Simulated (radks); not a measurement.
Cs1.8+, 53.2 electrons, occupied as [Kr] 4d10 5s2 5p5.2 (fractional occupations, a model configuration).

All-electron calculation, scalar-relativistic Kohn-Sham, r2SCAN, spin-unpolarised, spherical densities, finite nucleus; meta-GGA in the generalised Kohn-Sham scheme; Fermi nuclear charge, rms radius 4.8041 fm. Program: a radial shooting solver on a logarithmic mesh with Libxc functionals.

Energy parts (Ry):
total: -15573.6727
kinetic: 16408.4388
electron-nucleus: -37628.4423
Hartree: 6030.6799
exchange-correlation: -384.3491

Orbitals (lengths in bohr, moments of r in powers of bohr; r(max) is where P^2 peaks):
orbital  occ.  eigenvalue (Ry)      <r^2>      <r>   r(max)
1s          2        -2636.673  0.0009255  0.02611  0.01678
2s          2        -415.8198    0.01483   0.1121  0.09483
2p          6        -372.8898    0.01178  0.09822  0.07620
3s          2        -87.81246     0.1018   0.2984   0.2721
3p          6        -73.91127     0.1020   0.2966   0.2663
3d         10        -53.53385    0.08838   0.2735   0.2207
4s          2        -17.62951     0.5452   0.6953   0.6429
4p          6        -13.15973     0.6219   0.7395   0.6729
4d         10         -6.62960     0.8135   0.8359   0.7203
5s          2         -3.02903      3.339    1.724    1.541
5p        5.2         -1.99166      4.514    1.999    1.753

The highest occupied level is 5p at -27.098 eV. The electron density at the nucleus is 3.063e+05 e/bohr^3 (large components only). Summed over all electrons, <r^2> = 44.91 bohr^2, which gives a Langevin (diamagnetic) susceptibility term of -35.6 x 10^-6 cm^3/mol. The density falls to 0.001 e/bohr^3 at r = 3.84 bohr.
